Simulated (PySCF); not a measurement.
H₂S, charge +1, doublet, geometry from GFN2-xTB (a state made from the parent by changing its charge; the spin is typed, not shown lowest); B3LYP/6-31G* run with PySCF.

PySCF was given this input:
```python
from pyscf import gto, scf, dft

mol = gto.Mole()
mol.atom = '''
    S    -0.007575    0.103615   -0.002578
    H    -0.929143   -0.900722    0.043071
    H     1.050348   -0.757117   -0.001828
'''
mol.basis = '6-31g*'
mol.charge = 1
mol.spin = 1
mol.verbose = 4
mol.symmetry = True
mol.build()

mf = dft.UKS(mol)
mf.xc = 'b3lyp'
mf.kernel()
mf.analyze()
```

What the program printed (banner, timings and long lists left out):

```
PySCF version 2.14.0

[INPUT] verbose = 4
[INPUT] num. atoms = 3
[INPUT] num. electrons = 17
[INPUT] charge = 1
[INPUT] spin (= nelec alpha-beta = 2S) = 1
[INPUT] symmetry True subgroup None
[INPUT] Mole.unit = angstrom
[INPUT] Symbol           X                Y                Z      unit          X                Y                Z       unit  Magmom
[INPUT]  1 S     -0.007575000000   0.103615000000  -0.002578000000 AA   -0.014314675394   0.195803972397  -0.004871713949 Bohr   0.0
[INPUT]  2 H     -0.929143000000  -0.900722000000   0.043071000000 AA   -1.755825800557  -1.702117894370   0.081392393911 Bohr   0.0
[INPUT]  3 H      1.050348000000  -0.757117000000  -0.001828000000 AA    1.984870055485  -1.430743774252  -0.003454419356 Bohr   0.0

nuclear repulsion = 12.6827215135005
point group symmetry = Cs
symmetry origin: [ 5.24923923e-07  1.04984785e-07 -5.24923923e-07]
symmetry axis x: [-0.07289668  0.99703101 -0.02480396]
symmetry axis y: [ 0.99712351  0.07234079 -0.02261693]
symmetry axis z: [0.02075544 0.02638131 0.99943646]
num. orbitals of irrep A' = 17
num. orbitals of irrep A" = 5
number of shells = 12
number of NR pGTOs = 59
number of NR cGTOs = 22
basis = 6-31g*
ecp = {}

******** <class 'pyscf.dft.uks_symm.SymAdaptedUKS'> ********
method = SymAdaptedUKS
initial guess = minao
damping factor = 0
level_shift factor = 0
DIIS = <class 'pyscf.scf.diis.CDIIS'>
diis_start_cycle = 1
diis_space = 8
diis_damp = 0
SCF conv_tol = 1e-09
SCF conv_tol_grad = None
SCF max_cycles = 50
direct_scf = True
direct_scf_tol = 1e-13
number electrons alpha = 9  beta = 8
XC library pyscf.dft.libxc version 7.1.2
    S. Lehtola, C. Steigemann, M. J. T. Oliveira, and M. A. L. Marques,  SoftwareX 7, 1–5 (2018)
XC functionals = b3lyp
    P. J. Stephens, F. J. Devlin, C. F. Chabalowski, and M. J. Frisch,  J. Phys. Chem. 98, 11623 (1994)
radial grids:
    Treutler-Ahlrichs [JCP 102, 346 (1995); DOI:10.1063/1.469408] (M4) radial grids

becke partition: Becke, JCP 88, 2547 (1988); DOI:10.1063/1.454033
pruning grids: <function nwchem_prune>
grids dens level: 3
symmetrized grids: True
atomic radii adjust function: <function treutler_atomic_radii_adjust>
small_rho_cutoff = 0
Freeze 0 electrons in irreps []
    17 free electrons in irreps A' A"
Set gradient conv threshold to 3.16228e-05
tot grids = 38496
init E= -399.287161068988

cycle= 1 E= -398.981416239558  delta_E= 0.306  |g|= 0.154  |ddm|= 1.09
cycle= 2 E= -398.997111136162  delta_E= -0.0157  |g|= 0.0794  |ddm|= 0.392
cycle= 3 E= -399.001166849423  delta_E= -0.00406  |g|= 0.0114  |ddm|= 0.135
cycle= 4 E= -399.001261598983  delta_E= -9.47e-05  |g|= 0.0043  |ddm|= 0.0216
cycle= 5 E= -399.001276630399  delta_E= -1.5e-05  |g|= 0.000772  |ddm|= 0.00678
cycle= 6 E= -399.001277436459  delta_E= -8.06e-07  |g|= 0.000186  |ddm|= 0.00164
cycle= 7 E= -399.001277512601  delta_E= -7.61e-08  |g|= 3.13e-05  |ddm|= 0.000629
cycle= 8 E= -399.001277514833  delta_E= -2.23e-09  |g|= 3.34e-06  |ddm|= 0.000125
cycle= 9 E= -399.001277514855  delta_E= -2.23e-11  |g|= 2.34e-07  |ddm|= 1.37e-05
Extra cycle  E= -399.001277514855  delta_E= 1.14e-13  |g|= 8.42e-08  |ddm|= 5.45e-07
converged SCF energy = -399.001277514855  <S^2> = 0.75356253  2S+1 = 2.0035594
**** SCF Summaries ****
Total Energy =                        -399.001277514854792
Nuclear Repulsion Energy =              12.682721513500514
One-electron Energy =                 -569.641189053890457
Two-electron Energy =                  157.957190025535169
Two-electron Coulomb Energy =          184.078397078573943
DFT Exchange-Correlation Energy =      -26.121207053038766
Wave-function symmetry = A"
alpha occupancy for each irrep:     A'   A"
                                     7    2
beta  occupancy for each irrep:     A'   A"
                                     7    1
**** MO energy ****
alpha MO #1 (A' #1), energy= -89.2629631790095 occ= 1
alpha MO #2 (A' #2), energy= -8.33996509280975 occ= 1
alpha MO #3 (A" #1), energy= -6.3085820765439 occ= 1
alpha MO #4 (A' #3), energy= -6.29862644232585 occ= 1
alpha MO #5 (A' #4), energy= -6.29510363794057 occ= 1
alpha MO #6 (A' #5), energy= -1.11537362446093 occ= 1
alpha MO #7 (A' #6), energy= -0.781191843857388 occ= 1
alpha MO #8 (A' #7), energy= -0.706416045080503 occ= 1
alpha MO #9 (A" #2), energy= -0.654333758932081 occ= 1
alpha MO #10 (A' #8), energy= -0.280673001762055 occ= 0
alpha MO #11 (A' #9), energy= -0.245016095932718 occ= 0
alpha MO #12 (A' #10), energy= 0.0299715693231576 occ= 0
alpha MO #13 (A' #11), energy= 0.0374142320256604 occ= 0
alpha MO #14 (A" #3), energy= 0.059033753735845 occ= 0
alpha MO #15 (A' #12), energy= 0.0648401429188427 occ= 0
alpha MO #16 (A" #4), energy= 0.35829802231241 occ= 0
alpha MO #17 (A" #5), energy= 0.366338467738628 occ= 0
alpha MO #18 (A' #13), energy= 0.378008480079005 occ= 0
alpha MO #19 (A' #14), energy= 0.389277488538713 occ= 0
alpha MO #20 (A' #15), energy= 0.428248216078704 occ= 0
alpha MO #21 (A' #16), energy= 0.653101353153845 occ= 0
alpha MO #22 (A' #17), energy= 0.846379783317716 occ= 0
beta  MO #1 (A' #1), energy= -89.2565971133015 occ= 1
beta  MO #2 (A' #2), energy= -8.33363252891241 occ= 1
beta  MO #3 (A' #3), energy= -6.29457359533552 occ= 1
beta  MO #4 (A' #4), energy= -6.29132756073277 occ= 1
beta  MO #5 (A" #1), energy= -6.28830515224855 occ= 1
beta  MO #6 (A' #5), energy= -1.07469697458339 occ= 1
beta  MO #7 (A' #6), energy= -0.772607677445318 occ= 1
beta  MO #8 (A' #7), energy= -0.689873736260952 occ= 1
beta  MO #9 (A" #2), energy= -0.499134082051393 occ= 0
beta  MO #10 (A' #8), energy= -0.275376107144529 occ= 0
beta  MO #11 (A' #9), energy= -0.227718556267544 occ= 0
beta  MO #12 (A' #10), energy= 0.0425700755688845 occ= 0
beta  MO #13 (A' #11), energy= 0.0543048323930504 occ= 0
beta  MO #14 (A' #12), energy= 0.0712002256068155 occ= 0
beta  MO #15 (A" #3), energy= 0.0944353874944036 occ= 0
beta  MO #16 (A' #13), energy= 0.388253486625223 occ= 0
beta  MO #17 (A' #14), energy= 0.39070825661035 occ= 0
beta  MO #18 (A" #4), energy= 0.420397255660869 occ= 0
beta  MO #19 (A" #5), energy= 0.426763084575907 occ= 0
beta  MO #20 (A' #15), energy= 0.462731858848137 occ= 0
beta  MO #21 (A' #16), energy= 0.683785734078997 occ= 0
beta  MO #22 (A' #17), energy= 0.850497654388121 occ= 0
 ** Mulliken pop alpha/beta on meta-lowdin orthogonal AOs **
 ** Mulliken pop       alpha | beta **
pop of  0 S 1s        1.00000 | 1.00000
pop of  0 S 2s        0.99994 | 0.99994
pop of  0 S 3s        0.88659 | 0.86667
pop of  0 S 4s        0.00238 | 0.00281
pop of  0 S 2px       0.99995 | 0.99995
pop of  0 S 2py       0.99996 | 0.99996
pop of  0 S 2pz       0.99999 | 0.99986
pop of  0 S 3px       0.56950 | 0.54524
pop of  0 S 3py       0.72049 | 0.71768
pop of  0 S 3pz       0.99255 | 0.00084
pop of  0 S 4px       0.01646 | 0.01580
pop of  0 S 4py       0.00908 | 0.00796
pop of  0 S 4pz       0.00621 | 0.00003
pop of  0 S 3dxy      0.01003 | 0.00990
pop of  0 S 3dyz      0.00089 | 0.00002
pop of  0 S 3dz^2     0.00408 | 0.00387
pop of  0 S 3dxz      0.00001 | 0.00001
pop of  0 S 3dx2-y2    0.00058 | 0.00048
pop of  1 H 1s        0.38344 | 0.40726
pop of  1 H 2s        0.00722 | 0.00723
pop of  2 H 1s        0.38345 | 0.40726
pop of  2 H 2s        0.00722 | 0.00723
In total             9.00000 | 8.00000
 ** Mulliken atomic charges   ( Nelec_alpha | Nelec_beta ) **
charge of  0S =      0.61031  (     8.21868      7.17101 )
charge of  1H =      0.19485  (     0.39066      0.41449 )
charge of  2H =      0.19485  (     0.39066      0.41449 )

WARN: System has nonzero charge 1; the dipole moment is origin-dependent.
Location of origin: [0. 0. 0.]

Dipole moment(X, Y, Z, Debye):  0.12196, -1.66818,  0.04150
```
